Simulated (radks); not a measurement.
Initial-state core-level shifts of the rhenium ion Re+ when its valence configuration changes from [Xe] 4f14 5d5 6s1. Calculated with a radial shooting solver on a logarithmic mesh with Libxc functionals: scalar-relativistic Kohn-Sham, BLYP, spin-unpolarised, spherical densities, point nucleus. Shifts are changes of the shell-averaged eigenvalues in eV (positive: less bound).

| valence | 2p | 3s | 3d | 5s |
|---|---|---|---|---|
| 4f12 5d7 6s1 | -22.736 | -26.236 | -25.891 | -8.308 |
| 4f14 5d4 6s1 6p1 | -4.505 | -4.468 | -4.480 | -4.337 |
| 4f13 5d5 6s2 | -14.247 | -15.874 | -15.721 | -7.162 |
| 4f13.5 5d5 6s1 6p0.5 | -7.735 | -8.536 | -8.460 | -4.302 |
| 4f14 5d5 6p1 | -1.515 | -1.523 | -1.521 | -1.520 |
| 4f14 5d6 | +2.615 | +2.587 | +2.597 | +2.519 |
| 4f14 5d4.5 6s0.5 6p1 | -2.971 | -2.959 | -2.964 | -2.899 |
| 4f13 5d5 6s1 6p1 | -15.806 | -17.441 | -17.287 | -8.718 |
| 4f14 5d4.5 6s1.5 | -1.438 | -1.418 | -1.425 | -1.367 |
